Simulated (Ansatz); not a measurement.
Geometry optimisation, RKS PBE-D4/def2-SVP (Ansatz).

The input (input.yaml):

```yaml
crystal:
  periodic: [false, false, false]
  atoms:
    - { symbol: Ta, position_ang: [-0.033536, -0.286608, -0.034671] }
    - { symbol: Cl, position_ang: [2.36537, -0.646253, 0.010723] }
    - { symbol: Cl, position_ang: [-0.219778, -0.573598, 2.278004] }
    - { symbol: F, position_ang: [0.118999, 0.033171, -1.896378] }
    - { symbol: F, position_ang: [-1.087872, 1.253326, 0.047357] }
    - { symbol: F, position_ang: [-0.97779, -1.847638, -0.374014] }
    - { symbol: P, position_ang: [1.228512, 2.787791, 1.648786] }
    - { symbol: H, position_ang: [1.84449, 2.190791, 2.805794] }
    - { symbol: H, position_ang: [2.432145, 3.49431, 1.285387] }
    - { symbol: H, position_ang: [1.63216, 1.674509, 0.843812] }
basis:
  gaussian: { orbitals: def2-SVP }
hamiltonian:
  xc: pbe
  dispersion: d4
relax:
  f_tol: 0.03
  max_steps: 50
```

Launched with:

```bash
$ ansatz run input.yaml --threads 4 --pin off --max-ram 5120MiB --backend cpu --events-out ev --progress --plain --runs-dir out
```

Q: Where does it end, and by what steps?

A: The forces met the threshold. The force dipped under the threshold on the way, but the program's further checks kept it going. After 44 steps the energy has fallen by 0.785 eV; H10 moved furthest, 1.52 Å. Joined: Ta1–P7 (3.73 → 2.79 Å).

| step | energy less start (eV) | largest force component (eV/Å) | accepted |
| --- | --- | --- | --- |
| 0 | 0.0000 | 1.342 | yes |
| 2 | -0.1573 | 0.144 | yes |
| 4 | -0.1806 | 0.343 | yes |
| 6 | -0.1978 | 0.166 | yes |
| 8 | -0.2008 | 0.304 | yes |
| 10 | -0.2083 | 0.089 | yes |
| 12 | -0.2131 | 0.087 | yes |
| 14 | -0.2177 | 0.203 | yes |
| 16 | -0.2223 | 0.166 | yes |
| 18 | -0.2300 | 0.146 | yes |
| 20 | -0.2445 | 0.273 | yes |
| 22 | -0.2425 | 0.702 | no |
| 24 | -0.2757 | 0.049 | yes |
| 26 | -0.3113 | 0.345 | yes |
| 28 | -0.4230 | 0.428 | yes |
| 30 | -0.6141 | 0.306 | yes |
| 32 | -0.7175 | 0.545 | yes |
| 34 | -0.7462 | 0.656 | no |
| 36 | -0.7688 | 0.084 | yes |
| 38 | -0.7726 | 0.225 | yes |
| 40 | -0.7807 | 0.013 | yes |
| 42 | -0.7831 | 0.068 | yes |
| 44 | -0.7847 | 0.015 | yes |

```xyz
10
Properties=species:S:1:pos:R:3
Ta 0.041 -0.135 0.156
Cl 2.225 -0.852 -0.359
Cl 0.283 -0.866 2.383
F 0.105 0.975 -1.384
F -1.401 0.961 0.733
F -0.936 -1.572 -0.544
P 1.483 2.002 1.212
H 0.824 2.880 2.127
H 2.026 2.977 0.319
H 2.653 1.710 1.973
```

Whether the end is a true minimum wasn't checked by a vibrational analysis.

Run time: 110 s on 4 threads of Arm Neoverse V1 (shared host), peak memory 0.23 GiB.
